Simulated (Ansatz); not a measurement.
`[OH][Cd][F]` + H–F → `[F][Cd][F]` + H₂O  (ligand exchange at a Cd–O bond)

Computed with Ansatz on PBE0-D4/def2-TZVP structures; ΔE is electronic, products minus reactants. CCSD(T)/CBS is the MP2 limit (def2-TZVPP, def2-QZVPP) plus CCSD(T) − MP2 in def2-TZVPP, frozen cores. This one scheme is used for every species. DFT in def2-TZVPP. HSE06 is defined as in plane-wave codes. def2 core potentials past Kr. For Cd outer-core shells are correlated without core-valence functions, which leaves a few kJ/mol of doubt a bond. Each species was taken in one conformer, which may not be the lowest.

`[OH][Cd][F]`:

```xyz
4

O    -0.651    0.214    1.197
Cd    0.307    0.179   -0.503
F     1.265    0.271   -2.174
H    -0.920   -0.664    1.479
```

H–F:

Cartesian coordinates in Å:
```
F 0.303 -0.278 -0.206
H -0.303 0.278 0.206
```

`[F][Cd][F]`:

Cartesian coordinates in Å:
```
F -0.020 -0.787 -1.753
Cd 0.000 0.000 0.000
F 0.020 0.787 1.753
```

H₂O:

Cartesian coordinates in Å:
```
O 0.064 -0.130 0.361
H -0.634 0.459 0.068
H 0.570 -0.329 -0.429
```

| level | ΔE (kJ/mol) |
| --- | --- |
| LDA (SPW92) | -16.7 |
| BLYP-D4 | -26.6 |
| r2SCANh-D4 | -28.0 |
| HSE06-D4 | -25.8 |
| revPBE | -27.7 |
| BLYP | -28.8 |
| r2SCAN | -28.3 |
| CAM-B3LYP | -30.6 |

What does CCSD(T)/CBS give? (An estimate is asked.)

Computed: -24.3 kJ/mol. The listed levels differ from it by 7.6, -2.3, -3.7, -1.5, -3.4, -4.5, -4.0, -6.3 kJ/mol.

What do rigid-rotor, harmonic-oscillator terms from PBE0-D4/def2-TZVP frequencies (298.15 K, 1 bar) make of the CCSD(T)/CBS value? (Best estimate.)

Ansatz gave: ΔZPE = +3.3 kJ/mol, ΔH = -21.1 kJ/mol, ΔS = -9 J/(mol·K), ΔG = -18.5 kJ/mol.

Largest T1 diagnostic among the species: 0.018.

Leaving LDA and LC-ωPBE aside and taking each functional with its dispersion term where it has one, the values, not all of them listed here, spread over 8.8 kJ/mol, from B97M-V to PBE-QIDH. LDA lies +8.7 kJ/mol from PBE without D4. From BLYP to BHLYP (50 % exact exchange), in def2-TZVPP and without D4, ΔE moves by −3.9 kJ/mol. At CCSD(T), def2-SVP lies −5.3 kJ/mol from the extrapolated value and def2-TZVPP +3.6 kJ/mol.
